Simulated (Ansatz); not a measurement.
All numbers were calculated with Ansatz.

A structure relaxed at PBE0-D4/def2-TZVP, charge 0, multiplicity 1:

Cartesian coordinates in Å:
```
Ge 0.2607 -0.1433 -1.8411
B -0.1368 0.0609 0.1634
O -1.1721 0.5339 0.8664
Si 0.0025 0.0273 2.0702
H 0.5679 -1.6175 -2.1499
H 1.5084 0.6829 -2.1936
H -0.9091 0.3192 -2.7256
H 0.4381 1.1830 2.8883
H -0.5596 -1.0466 2.9219
```

Problem. Give its formula and SMILES.

Solution. BGeH5OSi, `[GeH3][B]1O[SiH2]1`.

Problem. Point group (tolerance 0.08 Å, 0.16 Å for H)?

Solution. Cs.

Problem. Summarise the bond lengths by kind.

Solution. 1 × B–Ge 2.054 Å; 3 × Ge–H 1.537 to 1.538 Å; 1 × B–O 1.338 Å; 1 × B–Si 1.912 Å; 1 × O–Si 1.757 Å; 2 × H–Si 1.481 Å.
